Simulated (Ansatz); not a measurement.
Stepwise reaction of `C[O][AlH][O]C` with hydrogen chloride, as a gas-phase model of exchange steps in deposition or etching. ΔE in kJ/mol.

Gas-phase electronic energies from Ansatz, PBE0-D4/def2-TZVP geometries. CBS: MP2 limit from def2 TZ/QZ plus the TZ coupled-cluster correction, frozen cores. This one scheme is used for every species. DFT in def2-TZVPP. B3LYP here is the variant with VWN-RPA as its local correlation; programs differ in this. One conformer a species, not always the lowest.

| step | reaction | PBE-D4 | B3LYP-D4 | ωB97M-V | CCSD(T)/CBS |
| --- | --- | --- | --- | --- | --- |
| 2 | `C[O][AlH][Cl]` + HCl → `[Cl][AlH][Cl]` + CH₃OH | -23.8 | -17.9 | -22.4 | -23.1 |

Task: Give the row of step 1, `C[O][AlH][O]C` + HCl → `C[O][AlH][Cl]` + CH₃OH. (Best estimate.)

Result: Computed: 
```csv
step,reaction,PBE-D4,B3LYP-D4,ωB97M-V,CCSD(T)/CBS
1,`C[O][AlH][O]C` + HCl → `C[O][AlH][Cl]` + CH₃OH,-36.7,-30.9,-36.1,-36.5
```

Task: By hand: ΔE of the 2 steps together at CCSD(T)/CBS.

Result: (-36.5) + (-23.1) = -59.6 kJ/mol, or -29.8 kJ/mol a step.

In ΔE each step is higher than the one before. All are downhill at CCSD(T)/CBS. PBE-D4 differs from CCSD(T)/CBS by -0.7 to -0.2 kJ/mol a step. Isolated molecules leave out the surface, adducts and barriers. Largest T1 diagnostic: 0.012.
